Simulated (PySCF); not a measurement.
An unknown shows these calculated signals:

1H NMR (400 MHz, computed): δ 5.20 (s, 3H), 4.91 (q, 1H), 3.95 (s, 3H), 0.05 (d, 3H).

13C{1H} NMR (computed): δ 52.4 (CH3), -0.3 (CH3).

All values are calculated (PySCF 2.14): geometry: GFN2-xTB, GIAO PBE0/pcSseg-1 shieldings. Non-relativistic, one computed conformer, no solvent model, averaged over atoms made equivalent by symmetry, fast rotation or ring inversion.

Scale: 1H (σ = 31.72 ppm), 13C (σ = 186.93 ppm) vs TMS (reference shieldings calculated alike).

**Question.** Which of these does the molecule contain: an S-methyl group, a three-membered ring, a Si–CH3 group, a Si–H bond, a methoxy group?

**Answer.** 
- An S-methyl group: no.
- A three-membered ring: no.
- A Si–CH3 group: yes (δC -0.3; δH 0.05 (d)).
- A Si–H bond: yes (δH 4.91 (q)).
- A methoxy group: no.

The data belong to `InChI=1S/C2H10O2Si2/c1-3-6(2)4-5/h6H,1-2,5H3/t6-/m0/s1`; they needn't prove each group on their own.

Carbon signals by region: 1 at 50–100 ppm, 1 below 50 ppm.

Shifts are as computed. Against solution values, carbons near 30 ppm lie about +3 ppm off and those near 130 ppm about +5 ppm. Of 1211 compounds with measured shifts, 218 miss one by over three times the rms of a fit or turn the order of signals round; such compounds aren't used in these exercises. Multiplicities follow the n + 1 count of equivalent neighbours, as no J values were calculated; m marks all less simple cases, F and P coupling included.
